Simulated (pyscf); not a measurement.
Optimised with ωB97X-D3(BJ)/def2-SVP in PySCF.

SMILES: [GaH2][GeH2][AsH2]
```xyz
9

Ga    -0.2399    -1.0521     0.3543
Ge     0.7353     0.9955     1.1246
As    -0.0089     2.4474    -0.6735
H     -1.7318    -1.3836     0.7104
H      0.5365    -1.9412    -0.6796
H      2.2692     1.0920     1.1481
H      0.1854     1.6042     2.4245
H      0.4036     1.4617    -1.7593
H     -1.4341     1.9107    -0.6366
```

### Question
How much does it cost (ΔH, 298 K, ωB97M-D3(BJ)/def2-TZVP) to split H₂Ga–GeH₂–AsH₂ (SMILES [GaH2][GeH2][AsH2]) at its Ga–Ge bond into GaH₂• + •H₂Ge–AsH₂?

### Answer
Ga–Ge to GaH₂• + •H₂Ge–AsH₂: 63.3 kcal/mol. The 7 functionals that were run give +59.6 (M06-2X) to +72.0 kcal/mol (ωB97X-D3(BJ)). The radicals are drawn with the spin at the cut bond; how far it spreads was not checked. •H₂Ge–AsH₂ lies 7.8 kcal/mol over its isomer H₃Ge–AsH• (electronic energy, ωB97M-D3(BJ)). Elements up to Kr have no core potential and no relativistic terms here.
